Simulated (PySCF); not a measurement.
PySCF input file for Al(Cl)(Me)(Et) (C3H8AlCl), SMILES C[CH2][Al]([CH3])[Cl], B3LYP-D3(BJ)/def2-SVP. The structure is a stationary point at B3LYP-D3(BJ)/def2-SVP. The structure was generated by enumeration; whether it is a known compound was not checked. Other conformers were not sampled.

```python
import numpy as np
from pyscf import gto, scf, dft, df
from pyscf.hessian import thermo

mol = gto.M(
    atom='''
    Al   -0.42112994   -0.38393729    0.00000000
    Cl    1.67684423   -0.74194599    0.00000000
    C    -1.59124245   -1.94476899   -0.00000000
    H    -1.39955632   -2.57799429    0.88372693
    H    -1.39955632   -2.57799429   -0.88372694
    H    -2.66034035   -1.67664555   -0.00000000
    C    -1.01647451    1.48170793    0.00000000
    C     0.06398719    2.57260411   -0.00000000
    H    -1.68882377    1.60100190    0.87269371
    H    -1.68882377    1.60100190   -0.87269371
    H     0.71892602    2.49539440   -0.88276972
    H     0.71892602    2.49539440    0.88276972
    H    -0.37003556    3.58684984   -0.00000000
    ''',
    basis='def2-SVP',
    charge=0,
    spin=0,
    max_memory=1600,
    verbose=3,
)
mf = dft.RKS(mol, xc='b3lyp').density_fit(auxbasis='def2-universal-jkfit')
mf.disp = 'd3bj'
mf.grids.level = 3
mf.conv_tol = 1e-11
mf.max_cycle = 100
mf.kernel()

# analytic Hessian; the response equations are solved on a coarser grid
h, args, fine = mf.Hessian(), (mf.mo_energy, mf.mo_coeff, mf.mo_occ), mf.grids
h.max_memory = max(150, 2.5e-5 * df.make_auxmol(mol, mf.with_df.auxbasis).nao * mol.nelec[0] * (mol.nelec[0] + mol.nao))  # MB; small integral blocks
h1ao = h.make_h1(mf.mo_coeff, mf.mo_occ)
mf.grids = dft.Grids(mol).set(level=1).build(with_non0tab=True)
mo1, mo_e1 = h.solve_mo1(*args, h1ao)
mf.grids = fine
hess = h.hess_elec(*args, mo1, mo_e1, h1ao) + h.hess_nuc()
if mf.do_disp():
    hess += h.get_dispersion()
for i in range(mol.natm):  # the analytic DFT Hessian lacks the response of the grid: restore translational invariance
    hess[i, i] -= hess[i].sum(axis=0)
hess = (hess + hess.transpose(1, 0, 3, 2)) / 2
vib = thermo.harmonic_analysis(mol, hess, imaginary_freq=False)
thermo.dump_normal_mode(mol, vib)
th = thermo.thermo(mf, vib['freq_au'][vib['freq_au'] > 0], 298.15, 101325)
thermo.dump_thermo(mol, th)
g0 = mf.nuc_grad_method().set(verbose=0).kernel()

# dipole derivatives [dipole axis, atom, xyz] from the same response
r, irp = mol.intor('int1e_r'), mol.intor('int1e_irp').reshape(3, 3, mol.nao, mol.nao)
sl, dm0, ok = mol.aoslice_by_atom(), np.array(mf.make_rdm1()), []
dmu = np.einsum('a,xt->xat', mol.atom_charges(), np.eye(3))
for a, (_, _, p0, p1) in enumerate(sl):
    dmu[:, a] += 2 * np.einsum('xtij,ij->xt', irp[:, :, :, p0:p1], dm0.reshape(-1, mol.nao, mol.nao).sum(0)[:, p0:p1])
    for u, c, occ, f in [(mo1, mf.mo_coeff, mf.mo_occ, 4)]:
        dmu[:, a] -= f * np.einsum('tui,xuv,vi->xt', u[a], r, c[:, occ > 0], optimize=True)
L = vib['norm_mode']
ir = 974.8801 * (np.einsum('xat,kat->kx', dmu, L) ** 2).sum(1)       # km/mol
apt = np.einsum('xax->a', dmu) / 3

# polarisability derivatives from nuclear gradients in small electric fields
h0, F = mf.get_hcore(), 0.005
def in_field(f, guess):
    m = mf.copy()
    m.verbose, m.conv_tol, m.conv_tol_grad = 0, 1e-11, 2e-7
    m.get_hcore = lambda *a: h0 + np.einsum('x,xij->ij', f, r)
    m.kernel(guess)
    ok.append(m.converged)
    dm = np.array(m.make_rdm1())
    g = m.nuc_grad_method().kernel() - np.outer(mol.atom_charges(), f)
    for a, (_, _, p0, p1) in enumerate(sl):
        g[a] -= 2 * np.einsum('x,xtij,ij->t', f, irp[:, :, :, p0:p1], dm[:, p0:p1])
    return g, -np.einsum('xij,ij->x', r, dm), dm
E = np.eye(3) * F
g0, _, dm0 = in_field(np.zeros(3), dm0)
gp = [in_field(e, dm0) for e in E]
gm = [in_field(-e, 2 * dm0 - p[2]) for e, p in zip(E, gp)]
alpha = np.array([(p[1] - q[1]) / (2 * F) for p, q in zip(gp, gm)])  # bohr^3
check = abs(np.array([-(p[0] - q[0]) / (2 * F) for p, q in zip(gp, gm)]) - dmu).max()
print('static polarisability / bohr^3:', alpha.round(3))
print('largest difference of analytic and finite-field dipole derivatives / e:', check)
da = np.zeros((3, 3, mol.natm, 3))
for x in range(3):
    da[x, x] = -(gp[x][0] + gm[x][0] - 2 * g0) / F**2
for x, y in ((0, 1), (0, 2), (1, 2)):
    up, down = in_field(E[x] + E[y], gp[x][2] + gp[y][2] - dm0), in_field(-E[x] - E[y], gm[x][2] + gm[y][2] - dm0)
    both = -(up[0] + down[0] - 2 * g0) / F**2
    da[x, y] = da[y, x] = (both - da[x, x] - da[y, y]) / 2
aq = np.einsum('xyat,kat->kxy', da, L) * 0.529177210903**2           # A^2/amu^1/2
a = np.einsum('kxx->k', aq) / 3
g2 = 1.5 * (aq**2).sum((1, 2)) - 4.5 * a**2
raman, depol = 45 * a**2 + 7 * g2, 3 * g2 / (45 * a**2 + 4 * g2 + 1e-12)
print('mode   freq/cm-1   IR/(km/mol)   Raman/(A^4/amu)   depolarisation')
for k, w in enumerate(vib['freq_wavenumber']):
    print(f'{k + 1:4d} {w:11.2f} {ir[k]:13.3f} {raman[k]:17.3f} {depol[k]:16.3f}')
print('max |gradient| / (hartree/bohr):', abs(g0).max())
print('APT charges:', apt.round(4))
```

Program output:

```
converged SCF energy = -821.596489215225

WARN: DFTD3 does not support analytical Hessian, using finite difference


WARN: Mole.unit (angstrom) is changed to Bohr

Mode                                 0                   1                   2
Irrep
Freq [cm^-1]                       18.7712             35.0396             98.5544
Reduced mass [au]                   1.4379              1.1587              4.1164
Force const [Dyne/A]                0.0003              0.0008              0.0236
Char temp [K]                      27.0076             50.4142            141.7978
Normal mode                   x     y     z       x     y     z       x     y     z
       0  Al                 0.00 -0.00  0.01    0.00 -0.00  0.01    0.05  0.02  0.00
       1  Cl                 0.00  0.00  0.03    0.00  0.00 -0.01    0.03 -0.09 -0.00
       2   C                -0.00  0.00 -0.07   -0.00  0.00  0.04   -0.02  0.07 -0.00
       3   H                 0.19 -0.22 -0.27    0.32 -0.25 -0.21   -0.06  0.06 -0.00
       4   H                -0.19  0.22 -0.27   -0.32  0.25 -0.21   -0.06  0.06  0.00
       5   H                -0.00 -0.00  0.21   -0.00  0.00  0.48   -0.00  0.13 -0.00
       6   C                -0.00  0.00  0.09    0.00 -0.00 -0.08   -0.01 -0.00  0.00
       7   C                 0.00 -0.00 -0.10   -0.00 -0.00  0.05   -0.13  0.11 -0.00
       8   H                 0.16  0.00  0.21   -0.13  0.01 -0.19   -0.03 -0.07 -0.00
       9   H                -0.16 -0.00  0.21    0.13 -0.01 -0.19   -0.03 -0.07  0.00
      10   H                -0.17  0.02 -0.24    0.15 -0.03  0.17   -0.12  0.18 -0.00
      11   H                 0.17 -0.02 -0.24   -0.15  0.03  0.17   -0.12  0.18  0.00
      12   H                 0.00  0.00 -0.00   -0.00 -0.00 -0.06   -0.24  0.06 -0.00
Mode                                 3                   4                   5
Irrep
Freq [cm^-1]                      141.3564            156.7038            234.9938
[...]
       1  Cl                -0.00  0.00  0.00   -0.00 -0.00 -0.00    0.00 -0.00  0.00
       2   C                -0.00 -0.00  0.00   -0.00  0.00  0.00    0.03 -0.02 -0.00
       3   H                -0.00 -0.01 -0.00    0.01 -0.01 -0.01   -0.16  0.20  0.19
       4   H                 0.00  0.01 -0.00    0.01 -0.01  0.01   -0.16  0.20 -0.19
       5   H                 0.00  0.00 -0.01   -0.00  0.01 -0.00   -0.02 -0.18  0.00
       6   C                -0.00  0.00 -0.08    0.03  0.00  0.00    0.06  0.02  0.00
       7   C                 0.00 -0.00  0.11    0.08  0.07  0.00   -0.02 -0.04  0.00
       8   H                 0.26  0.43  0.05   -0.20  0.01 -0.16   -0.42 -0.01 -0.34
       9   H                -0.26 -0.43  0.05   -0.20  0.01  0.16   -0.42 -0.01  0.34
      10   H                -0.26 -0.16 -0.07   -0.25 -0.37 -0.19    0.09  0.15  0.06
      11   H                 0.26  0.16 -0.07   -0.25 -0.37  0.19    0.09  0.15 -0.06
      12   H                -0.00 -0.00 -0.22   -0.44 -0.17 -0.00    0.11  0.02  0.00
Mode                                21                  22                  23
Irrep
Freq [cm^-1]                     1425.5758           1426.6790           1470.8776
Reduced mass [au]                   1.0688              1.0544              1.0428
Force const [Dyne/A]                1.2798              1.2645              1.3293
Char temp [K]                    2051.0862           2052.6735           2116.2654
Normal mode                   x     y     z       x     y     z       x     y     z
       0  Al                 0.00 -0.00 -0.00    0.00 -0.00  0.00    0.00 -0.00 -0.00
       1  Cl                 0.00  0.00  0.00    0.00  0.00 -0.00   -0.00 -0.00  0.00
       2   C                 0.04 -0.03 -0.00    0.00 -0.00  0.06    0.00  0.00  0.00
       3   H                -0.27  0.35  0.33    0.46 -0.00 -0.05   -0.00  0.01  0.00
       4   H                -0.27  0.35 -0.33   -0.46  0.00 -0.05   -0.00  0.01 -0.00
       5   H                -0.04 -0.31  0.00   -0.00 -0.00 -0.72   -0.00 -0.01 -0.00
       6   C                -0.04 -0.01  0.00   -0.00 -0.00 -0.00   -0.01  0.02 -0.00
       7   C                 0.01  0.03 -0.00    0.00  0.00 -0.00   -0.03  0.04 -0.00
       8   H                 0.24  0.02  0.20    0.00 -0.01  0.00   -0.00 -0.03  0.01
       9   H                 0.24  0.02 -0.20   -0.00  0.01  0.00   -0.00 -0.03 -0.01
      10   H                -0.07 -0.09 -0.05    0.00  0.00 -0.00    0.45 -0.22  0.37
      11   H                -0.07 -0.09  0.05   -0.00 -0.00 -0.00    0.45 -0.22 -0.37
      12   H                -0.07 -0.01 -0.00   -0.00 -0.00 -0.00   -0.39 -0.14  0.00
Mode                                24                  25                  26
Irrep
Freq [cm^-1]                     1480.9031           2990.5895           3016.7574
Reduced mass [au]                   1.0355              1.0608              1.0359
Force const [Dyne/A]                1.3380              5.5899              5.5544
Char temp [K]                    2130.6899           4302.7925           4340.4423
Normal mode                   x     y     z       x     y     z       x     y     z
       0  Al                -0.00 -0.00  0.00    0.00  0.00 -0.00   -0.00 -0.00  0.00
       1  Cl                 0.00 -0.00 -0.00   -0.00 -0.00  0.00    0.00  0.00  0.00
       2   C                 0.00  0.00 -0.00   -0.00 -0.00 -0.00    0.02  0.04  0.00
       3   H                 0.00  0.00  0.00   -0.00  0.01 -0.01    0.11 -0.32  0.47
       4   H                -0.00 -0.00  0.00   -0.00  0.01  0.01    0.11 -0.32 -0.47
       5   H                -0.00  0.00  0.00    0.02 -0.01 -0.00   -0.50  0.14  0.00
       6   C                -0.00  0.00  0.02    0.07 -0.01 -0.00    0.00 -0.00  0.00
       7   C                -0.00  0.00  0.05   -0.00  0.01  0.00    0.00  0.00 -0.00
       8   H                -0.04 -0.05 -0.00   -0.40  0.07  0.55   -0.01  0.00  0.01
       9   H                 0.04  0.05 -0.00   -0.40  0.07 -0.55   -0.01  0.00 -0.01
      10   H                -0.03  0.49 -0.04   -0.00  0.00  0.00   -0.02  0.00  0.03
      11   H                 0.03 -0.49 -0.04   -0.00  0.00 -0.00   -0.02  0.00 -0.03
      12   H                -0.00 -0.00 -0.68    0.04 -0.08  0.00    0.02 -0.05 -0.00
Mode                                27                  28                  29
Irrep
Freq [cm^-1]                     3020.2196           3025.2669           3091.7098
Reduced mass [au]                   1.0379              1.0981              1.1027
Force const [Dyne/A]                5.5780              5.9214              6.2101
Char temp [K]                    4345.4236           4352.6856           4448.2820
Normal mode                   x     y     z       x     y     z       x     y     z
       0  Al                 0.00 -0.00 -0.00    0.00  0.00  0.00    0.00  0.00  0.00
       1  Cl                -0.00  0.00 -0.00    0.00 -0.00  0.00   -0.00 -0.00  0.00
       2   C                -0.00 -0.00 -0.00   -0.00 -0.00 -0.00   -0.00  0.00  0.00
       3   H                -0.01  0.03 -0.04   -0.00  0.00 -0.00    0.00 -0.00  0.00
       4   H                -0.01  0.03  0.04    0.00 -0.00 -0.00    0.00 -0.00 -0.00
       5   H                 0.04 -0.01 -0.00    0.00 -0.00  0.00    0.00 -0.00  0.00
       6   C                -0.01  0.00 -0.00    0.00 -0.00  0.09    0.00 -0.00 -0.00
       7   C                 0.02  0.04 -0.00   -0.00 -0.00 -0.01    0.07 -0.06 -0.00
       8   H                 0.03 -0.00 -0.04    0.41 -0.08 -0.52   -0.03  0.01  0.03
       9   H                 0.03 -0.00  0.04   -0.41  0.08 -0.52   -0.03  0.01 -0.03
      10   H                -0.29  0.05  0.40   -0.05  0.01  0.06   -0.27  0.03  0.39
      11   H                -0.29  0.05 -0.40    0.05 -0.01  0.06   -0.27  0.03 -0.39
      12   H                 0.28 -0.61 -0.00   -0.00  0.00 -0.00   -0.27  0.61 -0.00
Mode                                30                  31                  32
Irrep
Freq [cm^-1]                     3098.1438           3105.3425           3114.3358
Reduced mass [au]                   1.0989              1.1029              1.1019
Force const [Dyne/A]                6.2144              6.2664              6.2970
Char temp [K]                    4457.5392           4467.8965           4480.8358
Normal mode                   x     y     z       x     y     z       x     y     z
       0  Al                -0.00  0.00  0.00   -0.00 -0.00  0.00   -0.00  0.00 -0.00
       1  Cl                 0.00  0.00 -0.00    0.00 -0.00 -0.00    0.00 -0.00  0.00
       2   C                -0.00  0.00  0.09    0.00 -0.00  0.00   -0.07  0.05 -0.00
       3   H                -0.12  0.39 -0.53   -0.00  0.00 -0.00    0.05 -0.20  0.29
       4   H                 0.12 -0.39 -0.53    0.00 -0.00 -0.00    0.05 -0.20 -0.29
       5   H                 0.00 -0.00  0.02   -0.00 -0.00  0.00    0.78 -0.19 -0.00
       6   C                -0.00  0.00 -0.00    0.00  0.00  0.01   -0.00 -0.00  0.00
       7   C                -0.00  0.00 -0.00    0.00 -0.00  0.09   -0.00  0.00  0.00
       8   H                -0.00  0.00  0.00    0.05 -0.01 -0.06    0.00 -0.00 -0.00
       9   H                 0.00 -0.00  0.00   -0.05  0.01 -0.06    0.00 -0.00  0.00
      10   H                -0.00  0.00  0.00    0.40 -0.06 -0.53    0.00 -0.00 -0.00
      11   H                 0.00 -0.00  0.00   -0.40  0.06 -0.53    0.00 -0.00  0.00
      12   H                 0.00 -0.00 -0.00   -0.00  0.00  0.02    0.00 -0.00  0.00
temperature 298.1500 [K]
pressure 101325.00 [Pa]
Rotational constants [GHz] 3.01543 2.22091 1.30998
Symmetry number 1
Zero-point energy (ZPE) 0.10089 [Eh]   264880.228 [J/mol]
                           tot       elec      trans        rot        vib
Entropy [J/mol/K]       400.296      0.000    166.969    117.134    116.193
Cv [J/mol/K]            115.889      0.000     12.472     12.472     90.945
Cp [J/mol/K]            124.203      0.000     20.786     12.472     90.945
Internal energy [J/mol]                      3718.434   3718.434 280446.534
Internal energy [Eh]   -821.48684  -821.59649
Enthalpy [J/mol]                             6197.391   3718.434 280446.534
Enthalpy [Eh]          -821.48590
Gibbs free energy [J/mol]                  -43584.363 -31205.080 245803.491
Gibbs free energy [Eh] -821.53135
static polarisability / bohr^3: [[68.49   1.615  0.   ]
 [ 1.618 72.226  0.   ]
 [ 0.    -0.    50.727]]
largest difference of analytic and finite-field dipole derivatives / e: 0.0008631618369943084
mode   freq/cm-1   IR/(km/mol)   Raman/(A^4/amu)   depolarisation
   1       18.77         0.018             0.100            0.750
   2       35.04         0.007             0.030            0.750
   3       98.55         1.872             1.030            0.743
   4      141.36         5.130             0.021            0.750
   5      156.70         5.566             2.374            0.729
   6      234.99         5.116             0.109            0.750
   7      298.13        10.419             3.492            0.448
   8      441.16        17.125            20.109            0.084
   9      539.25         1.753             1.245            0.750
  10      588.03        36.180             6.974            0.292
  11      657.61        64.396             0.344            0.750
  12      678.97        79.775             4.074            0.324
  13      717.43       142.989             0.582            0.120
  14      921.05         2.578             0.046            0.750
  15      957.07         5.023             3.858            0.439
  16     1034.99        23.226             4.449            0.634
  17     1217.31        14.034             5.301            0.065
  18     1222.10        10.811             2.985            0.306
  19     1238.98         1.524             1.964            0.750
  20     1400.34         5.172             6.027            0.734
  21     1420.27         3.386            12.541            0.745
  22     1425.58         0.049            10.693            0.738
  23     1426.68         1.652             9.497            0.750
  24     1470.88         3.915            13.136            0.735
  25     1480.90         5.629            19.376            0.750
  26     2990.59        17.912            97.478            0.176
  27     3016.76         5.426           124.064            0.001
  28     3020.22        40.680           194.778            0.031
  29     3025.27        11.636           103.981            0.750
  30     3091.71        27.789           106.287            0.723
  31     3098.14         4.350           101.146            0.750
  32     3105.34        24.263            44.406            0.750
  33     3114.34         8.408            98.062            0.749
max |gradient| / (hartree/bohr): 1.978780400501589e-05
APT charges: [ 1.3545 -0.5933 -0.4314  0.012   0.012   0.0096 -0.3192  0.1091 -0.0284
 -0.0284 -0.018  -0.018  -0.0604]
```

Self-consistency was reached.
